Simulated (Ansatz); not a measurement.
H2P (SMILES [PH2]), charge 0, multiplicity 2, relaxed at each level with Ansatz (a quantum-chemistry and plane-wave program); harmonic frequencies from differences of analytic forces, average atomic masses, frozen cores. Open shells are unrestricted.

| level | harmonic frequencies (cm⁻¹) | ZPE (eV) | cost over HF/def2-TZVPP (rough) |
|---|---|---|---|
| HF/def2-TZVPP | 1223 2508 2510 | 0.387 | ×1 |
| PBE/def2-TZVPP | 1080 2307 2319 | 0.354 | ×2 |
| B3LYP/def2-TZVPP | 1128 2366 2373 | 0.364 | ×2 |
| wB97X-V/def2-TZVPP | 1139 2431 2437 | 0.372 | ×5 |
| CCSD(T)/cc-pV(D+d)Z | 1137 2393 2402 | 0.368 | ×2 |
| CCSD(T)/cc-pV(T+d)Z | 1128 2390 2397 | 0.367 | ×20 |

Measured: fundamentals as far as tabulated 2310, 1102 cm⁻¹ [NIST CCCBDB]. Measured modes stand in the spectroscopists' order.
